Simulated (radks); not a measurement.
Problem. Method: scalar-relativistic Kohn-Sham, LB94 model potential, spin-unpolarised, spherical densities, finite nucleus; Fermi nuclear charge, rms radius of each element as measured or else 0.836 A^(1/3) + 0.57 fm; computed with a radial shooting solver on a logarithmic mesh with Libxc functionals. Response by self-consistent Sternheimer equations with the Hartree and adiabatic LDA kernel, the relativistic mass of each level held fixed and spin-orbit coupling left out. Rank P4+, Ar7+, K8+, Cl6+, Al2+, Mg+, Si3+, S5+ (NIST ground configurations) by static dipole polarisability, largest first.

Solution. Mg+ 23.70, Al2+ 10.42, Si3+ 5.658, P4+ 3.458, S5+ 2.282, Cl6+ 1.589, Ar7+ 1.153, K8+ 0.8635 bohr^3.
